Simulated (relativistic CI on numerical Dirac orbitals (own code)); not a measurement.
## One change at a time: Tl XVII

Base calculation: Dirac-Coulomb-Breit CI, separate exchange-only KLI orbitals for each configuration, model QED, unscaled Slater integrals.

CI space (outside the closed core [Kr] 4d10): 4f14.5s2.5p3, 4f14.5s.5p4, 4f14.5s2.5p2.5d, 4f13.5s2.5p4, 4f14.5s.5p3.5d, 4f14.5s2.5p2.5f, 4f14.5s2.5p2.5g, 4f14.5s.5p3.5f, 4f14.5s2.5p2.6s, 4f13.5s2.5p3.5d, 4f14.5p4.5d, 4f14.5s.5p2.5d2, 4f14.5s2.5p2.6p, 4f14.5s.5p3.5g, 4f14.5s2.5p.5d.5f, 4f14.5p4.6s, 4f14.5s2.5p2.6d, 4f14.5s.5p3.6s, 4f13.5s2.5p3.6s, 4f14.5s.5p2.5d.6s, 4f14.5p5, 4f13.5p6, 4f14.5s2.5p.5d2, 4f14.5s2.5d3, 4f14.5s.5p.5d3, 4f14.5s2.5d2.5f, 4f14.5s2.5d2.5g, 4f14.5p3.5d2, 4f14.5p2.5d3, 4f13.5p4.5d2, 4f14.5p2.5d2.5f, 4f14.5p2.5d2.5g, 4f14.5s2.5p.5f2, 4f14.5s2.5d.5f2, 4f14.5s.5p.5d.5f2, 4f14.5s2.5f3, 4f14.5s2.5f2.5g, 4f14.5s2.5p.5d.6s, 4f14.5s2.5d2.6s, 4f14.5s.5p.5d2.6s, 4f14.5s2.5d.5f.6s, 4f14.5s2.5d.5g.6s, 4f14.5p4.5f, 4f13.5p5.5f, 4f14.5s2.5p.6s2, 4f14.5s2.5d.6s2, 4f14.5s.5p.5d.6s2, 4f14.5s2.5f.6s2, 4f14.5s2.5g.6s2. Double excitations out of closed p, d and f shells are left out; levels of such configurations are missing from the list, as are those of other unlisted configurations, and high levels can miss mixing partners. Some configurations lack a partner that the ground configuration has and come out too high, among them 4f13.5s2.5p3.5d, 4f13.5s2.5p3.6s, 4f14.5s.5p3.5f, 4f14.5s2.5p2.6p, 4f14.5s.5p3.5g.

Variants: (1) QED terms removed. Shifts of the energy above 4f14.5s2.5p3 2P°_3/2, in cm⁻¹, for the lowest level and the first level of each name with at least 55 % of one term (blank where a level changes its place among those of its configuration and J or its character, or is not in the variant):

| Level | Base | Δ(1) |
| --- | --- | --- |
| 4f14.5s2.5p3 2P°_3/2 | 0 | 0 |
| 4f14.5s2.5p3 2D°_5/2 | 206296 | -159 |
| 4f14.5s2.5p3 2P°_1/2 | 233472 | -150 |
| 4f14.5s.5p4 4P_5/2 | 525761 | +2288 |
| 4f13.5s2.5p4 4G°_11/2 | 633842 | -887 |
| 4f13.5s2.5p4 2D°_3/2 | 637265 | -887 |
| 4f13.5s2.5p4 4D°_1/2 | 673589 | -1025 |
| 4f14.5s2.5p2.5d 4D_1/2 | 729746 | +454 |
| 4f13.5s2.5p4 2H°_11/2 | 870079 | -1045 |
| 4f14.5s2.5p2.5d 2P_1/2 | 881161 | +815 |
| 4f13.5s2.5p4 4F°_3/2 | 885875 | -1169 |
| 4f13.5s2.5p4 2H°_9/2 | 906403 | -1181 |
| 4f13.5s2.5p4 2P°_1/2 | 920987 | -1181 |

At this charge transitions that keep the count of f electrons are usually good to a few per cent. Levels that differ in their count of f electrons can be misplaced by several ten thousand cm⁻¹, since the correlation energy of f electrons is missing or only estimated; rates across such gaps can be off by orders of magnitude.

Ionisation energy from one configuration of each of the two ions, the ground ones as tabulated or assumed: base 377.868 eV. The NIST ASD value (theoretical) is 392 ± 20 eV.

LS names give the leading component of a level, which can be under half, so a name can repeat, a term be missing and a line seem to break the LS rules.
